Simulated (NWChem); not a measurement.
A series in which one site is exchanged, each optimised at PBE0/def2-SVP with NWChem, gas phase unless a solvent is named. Some are not confirmed as minima by frequencies. def2 effective core potentials on In, I; no spin-orbit coupling.

A: [InH2][Br] (InH₂Br; site = Br)
B: [InH3] (InH₃; site = H)
C: [InH2][I] (InH2I; site = I)
D: [Cl][InH2] (InH2Cl; site = Cl)

```json
[
 {"quantity": "dipole (D), PBE0/def2-SVP", "A": "2.69", "B": "(withheld)", "C": "2.45", "D": "2.80"},
 {"quantity": "orbital gap (eV), PBE0/def2-SVP", "A": "5.71", "B": "(withheld)", "C": "5.13", "D": "6.11"},
 {"quantity": "vertical ionisation energy, ΔSCF, CAM-B3LYP/def2-SVP (eV)", "A": "10.13", "B": "(withheld)", "C": "9.46", "D": "10.53"},
 {"quantity": "static polarisability, CAM-B3LYP/def2-SVPD (bohr³)", "A": "60.8", "B": "(withheld)", "C": "75.9", "D": "51.9"}
]
```

Question: Complete the blanks.

Answer: 
- dipole (D), PBE0/def2-SVP, B: 0.00
- orbital gap (eV), PBE0/def2-SVP, B: 6.26
- vertical ionisation energy, ΔSCF, CAM-B3LYP/def2-SVP (eV), B: 10.66
- static polarisability, CAM-B3LYP/def2-SVPD (bohr³), B: 41.4
